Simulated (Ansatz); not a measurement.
Reaction (isomerisation): `O[SiH](O)[O][AlH2]` → `O[SiH2][Al]([OH])[OH]`

Isolated molecules relaxed with PBE0-D4/def2-TZVP in Ansatz; ΔE leaves out vibrations. CBS: MP2 limit from def2 TZ/QZ plus the TZ coupled-cluster correction, frozen cores. DFT in def2-TZVPP. B3LYP here is the variant with VWN-RPA as its local correlation; programs differ in this. Each species was taken in one conformer, which may not be the lowest.

`O[SiH](O)[O][AlH2]`:

Cartesian coordinates in Å:
```
O -0.982 -1.619 1.098
Si -0.278 -0.142 0.992
O 1.195 -0.289 1.678
O -0.214 0.324 -0.556
Al 0.327 1.063 -1.974
H -1.692 -1.813 0.485
H -1.014 0.889 1.748
H 1.557 -1.174 1.737
H -0.493 0.759 -3.289
H 1.595 2.002 -1.920
```

`O[SiH2][Al]([OH])[OH]`:

Cartesian coordinates in Å:
```
O -0.475 0.998 -2.167
Si 0.779 0.883 -1.087
Al -0.003 -0.440 0.809
O 0.933 -0.821 2.166
O -1.616 -0.919 0.570
H -1.284 0.553 -1.909
H 1.208 2.254 -0.689
H 1.954 0.266 -1.767
H 0.675 -1.332 2.930
H -2.172 -1.441 1.145
```

```tsv
level	ΔE (kJ/mol)
PBE-D4	88.8
r2SCAN-D4	114.1
B3LYP-D4	115.9
ωB97M-V	124.7
SCS-MP2/def2-TZVPP	127.6
CCSD/def2-TZVPP	124.0
HF/def2-QZVPP	155.4
CCSD/CBS(def2)	122.6
```

What does CCSD(T)/CBS give? (Best estimate.)

The calculation gave: +118.6 kJ/mol. The listed levels differ from it by -29.8, -4.5, -2.7, 6.1, 9.0, 5.4, 36.8, 4.0 kJ/mol.

Largest T1 diagnostic among the species: 0.013.

From PBE to PBE0 (25 % exact exchange), in def2-TZVPP and without D4, ΔE moves by +14.5 kJ/mol. In def2-TZVPP, CCSD(T) changes the Hartree–Fock value by −32.6 kJ/mol (the triples alone add −4.1 kJ/mol) and MP2 by −28.2 kJ/mol.
